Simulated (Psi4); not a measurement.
BF₃, charge +1, doublet, geometry from GFN2-xTB (a state made from the parent by changing its charge; the spin is typed, not shown lowest); Psi4 with CAM-B3LYP/STO-3G.

Psi4 was given this input:
```
memory 2 GB

molecule mol {
1 2
  B     0.023522   -0.011173    0.010554
  F    -1.111737   -0.666599   -0.018630
  F    -0.014404    1.201515   -0.486636
  F     1.113073   -0.528709    0.499403
}

set basis sto-3g
set reference uks

energy('cam-b3lyp')
print_variables()
```

Task: What does Psi4 print? Leave out banner, timings and long lists.

Result: 
```
   => Loading Basis Set <=

    Name: STO-3G
    Role: ORBITAL
    Keyword: BASIS

         ---------------------------------------------------------
                                   SCF
               by Justin Turney, Rob Parrish, Andy Simmonett
                          and Daniel G. A. Smith
                              UKS Reference
         ---------------------------------------------------------

  ==> Geometry <==

    Molecular point group: c1
    Full point group: C1

    Geometry (in Angstrom), charge = 1, multiplicity = 2:

       Center              X                  Y                   Z               Mass
    ------------   -----------------  -----------------  -----------------  -----------------
         B            0.023364808258    -0.011098242017     0.010483349235    11.009305360000
         F           -1.111894191742    -0.666524242017    -0.018700650765    18.998403162730
         F           -0.014561191742     1.201589757983    -0.486706650765    18.998403162730
         F            1.112915808258    -0.528634242017     0.499332349235    18.998403162730

  Running in c1 symmetry.

  Rotational constants: A =      0.36121  B =      0.33194  C =      0.17298 [cm^-1]
  Rotational constants: A =  10828.83235  B =   9951.27983  C =   5185.76320 [MHz]
  Nuclear repulsion =  111.416835788942862

  Charge       = 1
  Multiplicity = 2
  Electrons    = 31
  Nalpha       = 16
  Nbeta        = 15

  ==> Algorithm <==

  SCF Algorithm Type is DF.
  DIIS enabled.
  MOM disabled.
  Fractional occupation disabled.
  Guess Type is SAD.
  Energy threshold   = 1.00e-06
  Density threshold  = 1.00e-06
  Integral threshold = 1.00e-12

  ==> Primary Basis <==

  Basis Set: STO-3G
    Blend: STO-3G
    Number of shells: 12
    Number of basis functions: 20
    Number of Cartesian functions: 20
    Spherical Harmonics?: true
    Max angular momentum: 1

  ==> DFT Potential <==

   => LibXC <=

    Version 7.1.2
    S. Lehtola, C. Steigemann, M. J. T. Oliveira, and M. A. L. Marques,  SoftwareX 7, 1–5 (2018) (10.1016/j.softx.2017.11.002)

   => Composite Functional: CAM-B3LYP <=

    CAM-B3LYP Hyb-GGA Exchange-Correlation Functional

    T. Yanai, D. P. Tew, and N. C. Handy,  Chem. Phys. Lett. 393, 51 (2004) (10.1016/j.cplett.2004.06.011)

    Deriv               =              1
    GGA                 =           TRUE
    Meta                =          FALSE

    Exchange Hybrid     =           TRUE
    MP2 Hybrid          =          FALSE

   => Exchange Functionals <=

    0.3500         Becke 88 [omega = 0.3300]
    0.4600   Short-range recipe for B88 functional - erf [omega = 0.3300]

   => Exact (HF) Exchange <=

    0.4600            HF,LR [omega = 0.3300]
    0.1900               HF

   => Correlation Functionals <=

    0.1900   Vosko, Wilk & Nusair (VWN5)
    0.8100   Lee, Yang & Parr

   => LibXC Density Thresholds  <==

    XC_HYB_GGA_XC_CAM_B3LYP:  1.00E-14

   => Molecular Quadrature <=

    Radial Scheme          =       TREUTLER
    Pruning Scheme         =           NONE
    Nuclear Scheme         =       TREUTLER

    Blocking Scheme        =         OCTREE
    BS radius alpha        =              1
    Pruning alpha          =              1
    Radial Points          =             75
    Spherical Points       =            302
    Total Points           =          85553
    Total Blocks           =            706
    Max Points             =            255
    Max Functions          =             19
    Weights Tolerance      =       1.00E-15

   => Loading Basis Set <=

    Name: (STO-3G AUX)
    Role: JKFIT
    Keyword: DF_BASIS_SCF

  ==> Integral Setup <==

  SCF_SUBTYPE=INCORE selected. In-core MEM_DF algorithm will be used.
  Using in-core AOs.

  ==> MemDFJK: Density-Fitted J/K Matrices <==

    J tasked:                   Yes
    K tasked:                   Yes
    wK tasked:                  Yes
    Omega:                3.300E-01
    Algorithm:                 Core
    Schwarz Cutoff:           1E-12
    Mask sparsity (%):       1.5000
    Fitting Condition:        1E-10

   => Auxiliary Basis Set <=

  Basis Set: (STO-3G AUX)
    Blend: DEF2-UNIVERSAL-JKFIT
    Number of shells: 100
    Number of basis functions: 306
    Number of Cartesian functions: 368
    Spherical Harmonics?: true
    Max angular momentum: 4

  Minimum eigenvalue in the overlap matrix is 3.2090385952E-01.
  Reciprocal condition number of the overlap matrix is 1.7976618096E-01.
    Using symmetric orthogonalization.

  ==> Pre-Iterations <==

  SCF Guess: Superposition of Atomic Densities via on-the-fly atomic UHF (no occupation information).

   -------------------------
    Irrep   Nso     Nmo
   -------------------------
     A         20      20
   -------------------------
    Total      20      20
   -------------------------

  ==> Iterations <==

                           Total Energy        Delta E     RMS |[F,P]|

   @DF-UKS iter SAD:  -318.60314615851422   -3.18603e+02   0.00000e+00
   @DF-UKS iter   1:  -319.31581964881877   -7.12673e-01   1.19621e-02 ADIIS/DIIS
   @DF-UKS iter   2:  -319.32798958544743   -1.21699e-02   1.22822e-02 ADIIS/DIIS
   @DF-UKS iter   3:  -319.35498485619206   -2.69953e-02   5.31165e-03 ADIIS/DIIS
   @DF-UKS iter   4:  -319.36188969339491   -6.90484e-03   1.11211e-03 ADIIS/DIIS
   @DF-UKS iter   5:  -319.36222340178824   -3.33708e-04   9.32163e-05 DIIS
   @DF-UKS iter   6:  -319.36222711648310   -3.71469e-06   2.77904e-05 DIIS
   @DF-UKS iter   7:  -319.36222759195027   -4.75467e-07   1.20517e-05 DIIS
   @DF-UKS iter   8:  -319.36222768598469   -9.40344e-08   6.23915e-06 DIIS
   @DF-UKS iter   9:  -319.36222771566014   -2.96754e-08   3.59045e-06 DIIS
   @DF-UKS iter  10:  -319.36222772491220   -9.25206e-09   2.94443e-06 DIIS
   @DF-UKS iter  11:  -319.36222773716162   -1.22494e-08   1.22414e-06 DIIS
   @DF-UKS iter  12:  -319.36222773952164   -2.36003e-09   4.64681e-08 DIIS
  Energy and wave function converged.

  ==> Post-Iterations <==

   Electrons on quadrature grid:
      Nalpha   =   16.0000246493 ; deviation = 2.465e-05
      Nbeta    =   15.0000216219 ; deviation = 2.162e-05
      Ntotal   =   31.0000462712 ; deviation = 4.627e-05

   @Spin Contamination Metric:   3.038504347E-03
   @S^2 Expected:                7.500000000E-01
   @S^2 Observed:                7.530385043E-01
   @S   Expected:                5.000000000E-01
   @S   Observed:                5.000000000E-01

    Orbital Energies [Eh]
    ---------------------

    Alpha Occupied:

       1A    -25.020422     2A    -25.020214     3A    -24.973781
       4A     -7.174153     5A     -1.678579     6A     -1.638002
       7A     -1.615572     8A     -0.924465     9A     -0.891505
      10A     -0.888751    11A     -0.861704    12A     -0.783738
      13A     -0.776426    14A     -0.755651    15A     -0.746282
      16A     -0.731661

    Alpha Virtual:

      17A     -0.160030    18A      0.025496    19A      0.187811
      20A      0.237773

    Beta Occupied:

       1A    -25.013004     2A    -25.012783     3A    -24.969313
       4A     -7.175236     5A     -1.649852     6A     -1.603340
       7A     -1.593437     8A     -0.907521     9A     -0.867104
      10A     -0.853187    11A     -0.850959    12A     -0.739846
      13A     -0.720389    14A     -0.696499    15A     -0.688918

    Beta Virtual:

      16A     -0.512052    17A     -0.158165    18A      0.030943
      19A      0.198749    20A      0.250996

    Final Occupation by Irrep:
              A
    DOCC [    15 ]
    SOCC [     1 ]
    NA   [    16 ]
    NB   [    15 ]

  @DF-UKS Final Energy:  -319.36222773952164

   => Energetics <=

    Nuclear Repulsion Energy =            111.4168357889428620
    One-Electron Energy =                -655.9051445647927494
    Two-Electron Energy =                 251.0875559542853068
    DFT Exchange-Correlation Energy =     -25.9614749179570374
    Empirical Dispersion Energy =           0.0000000000000000
    VV10 Nonlocal Energy =                  0.0000000000000000
    Total Energy =                       -319.3622277395215860

  UHF NO Occupations:
  HONO-2 :   14  A 1.9995309
  HONO-1 :   15  A 1.9991084
  HONO-0 :   16  A 1.0000000
  LUNO+0 :   17  A 0.0008916
  LUNO+1 :   18  A 0.0004691
  LUNO+2 :   19  A 0.0001213
  LUNO+3 :   20  A 0.0000378

Computation Completed

Properties will be evaluated at   0.000000,   0.000000,   0.000000 [a0]

Properties computed using the SCF density matrix

 Multipole Moments:

 ------------------------------------------------------------------------------------
     Multipole            Electronic (a.u.)      Nuclear  (a.u.)        Total (a.u.)
 ------------------------------------------------------------------------------------

 L = 1.  Multiply by 2.5417464519 to convert [e a0] to [Debye]
 Dipole X            :         -0.0798181           -0.0095094           -0.0893275
 Dipole Y            :          0.0379142            0.0045169            0.0424311
 Dipole Z            :         -0.0358117           -0.0042667           -0.0400784
 Magnitude           :                                                    0.1067055

 ------------------------------------------------------------------------------------

  Variable Map:
  ----------------------------------------------------------------------------
  "CURRENT ENERGY"              =>    -319.362227739522
  "CURRENT REFERENCE ENERGY"    =>    -319.362227739522
  "DD SOLVATION ENERGY"         =>       0.000000000000
  "DFT FUNCTIONAL TOTAL ENERGY" =>    -319.362227739522
  "DFT TOTAL ENERGY"            =>    -319.362227739522
  "DFT VV10 ENERGY"             =>       0.000000000000
  "DFT XC ENERGY"               =>     -25.961474917957
  "GRID ELECTRONS ALPHA"        =>      16.000024649301
  "GRID ELECTRONS BETA"         =>      15.000021621915
  "GRID ELECTRONS TOTAL"        =>      31.000046271216
  "NUCLEAR REPULSION ENERGY"    =>     111.416835788943
  "ONE-ELECTRON ENERGY"         =>    -655.905144564793
  "PCM POLARIZATION ENERGY"     =>       0.000000000000
  "PE ENERGY"                   =>       0.000000000000
  "SCF ITERATION ENERGY"        =>    -319.362227739522
  "SCF ITERATIONS"              =>      12.000000000000
  "SCF TOTAL ENERGY"            =>    -319.362227739522
  "TWO-ELECTRON ENERGY"         =>     251.087555954285
  "XC GRID RADIAL POINTS"       =>      75.000000000000
  "XC GRID SPHERICAL POINTS"    =>     302.000000000000
  "XC GRID TOTAL POINTS"        =>   85553.000000000000

  Array Variable Map:
  ----------------------------------------------------------------------------
  "CURRENT DIPOLE"              =>      -0.089327457922 ... -0.040078402556 1 by 3
  "SCF DIPOLE"                  =>      -0.089327457922 ... -0.040078402556 1 by 3
  "SCF TOTAL ENERGIES"          =>    -318.603146158514 ... -319.362227739522 1 by 13
```
